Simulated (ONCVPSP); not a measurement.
# Transferability test, ONCV potential for germanium (Ge)

| Property | Result |
| --- | --- |
| Element | Ge |
| Generator | ONCVPSP 4.0.1 |
| Type | optimised norm-conserving Vanderbilt (ONCV) |
| Functional | PBE |
| Relativity | scalar-relativistic |
| Frozen core | [Ne] |
| Valence charge | 22 |
| Reference configuration | 3s2 3p6 3d10 4s2 4p0.5 (charge +1.5) |
| Partial waves | 3s+4s: rc 1.20 bohr, ncon 4, nbas 7, qcut 7.8 1/bohr, 2 projectors; 3p+4p: rc 1.30 bohr, ncon 3, nbas 8, qcut 11.2 1/bohr, 2 projectors; 3d: rc 1.20 bohr, ncon 3, nbas 8, qcut 15.8 1/bohr, local |
| Local potential | the d channel |
| Core correction | Teter function, fcfact 5, rcfact 1 |

Energies are relative to the spin-unpolarised reference configuration 3s2 3p6 3d10 4s2 4p0.5; without spin polarisation the order of configurations can differ from experiment.

| valence configuration | charge | ΔE all-electron (eV) | error AE − PS (meV) |
| --- | --- | --- | --- |
| 3s2 3p6 3d10 4s2 4p2 | 0 | -14.093 | +1.5 |
| 3s2 3p6 3d10 4s2 4p1 | +1 | -6.648 | +0.8 |

(1) What are ΔE and the potential's error for 3s2 3p5 3d10 4s2 4p2?

(2) What are ΔE and the potential's error for 3s2 3p6 3d10 4s2 4p0?

Levels in the configuration 3s2 3p6 3d10 4s2 4p2:

```
level  all-electron (eV)  pseudo (eV)
   3s           -168.491     -168.486
   3p           -115.620     -115.615
   3d            -29.311      -29.302
   4s            -11.731      -11.731
   4p             -3.895       -3.895
```

Note: ghosts flagged at negative energy: s at -463.8 eV; no localised positive-energy state flagged. A true bound ghost makes a file unfit for plane-wave use.

## Answers

(1) ΔE = 111.589 eV all-electron; the error (AE − PS) is -165 meV.

(2) ΔE = 8.791 eV all-electron; the error (AE − PS) is -1.1 meV.
